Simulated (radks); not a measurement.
Ho63+, 4 electrons, occupied as [He] 2s2 (the NIST ground configuration). Calculated with a radial shooting solver on a logarithmic mesh with Libxc functionals: Dirac Kohn-Sham, PBE, spin-unpolarised, spherical densities, point nucleus.

Normalised radial functions P(r) = r R(r) (large component), r in bohr:

```
   r/bohr * 1s1/2 (the largest magnitude, 5.99, reaches the edge; | marks zero)
0.0007472 |         *
0.0008225 |          *
0.0009054 |           *
0.0009887 |            *
 0.001088 |             *
 0.001198 |              *
 0.001319 |               *
 0.001452 |                 *
 0.001585 |                  *
 0.001745 |                   *
 0.001921 |                     *
 0.002114 |                      *
 0.002327 |                        *
 0.002541 |                          *
 0.002797 |                           *
 0.003079 |                             *
 0.003389 |                               *
 0.003701 |                                 *
 0.004074 |                                   *
 0.004485 |                                     *
 0.004936 |                                       *
 0.005434 |                                          *
 0.005934 |                                           *
 0.006531 |                                             *
  0.00719 |                                               *
 0.007914 |                                                 *
 0.008711 |                                                   *
 0.009513 |                                                    *
  0.01047 |                                                     *
  0.01153 |                                                      *
  0.01269 |                                                      *
  0.01397 |                                                      *
  0.01525 |                                                     *
  0.01679 |                                                    *
  0.01848 |                                                   *
  0.02034 |                                                 *
  0.02239 |                                              *
  0.02445 |                                            *
  0.02691 |                                        *
  0.02963 |                                    *
  0.03261 |                                *
   0.0359 |                            *
   0.0392 |                        *
  0.04315 |                    *
   0.0475 |                *
  0.05228 |             *
  0.05755 |         *
  0.06284 |       *
  0.06917 |     *
  0.07614 |   *
  0.08382 |  *
  0.09153 | *
   0.1007 |*
   0.1109 |*
   0.1221 *
   0.1344 *
   0.1467 *
   0.1615 *
   0.1778 *
   0.1957 *
   0.2154 *
   0.2352 *
    0.259 *
    0.285 *
```

1s1/2: eigenvalue -62706 eV, 0 radial nodes, <r> = 0.0207 bohr, 90 % of the charge inside 0.0374 bohr.
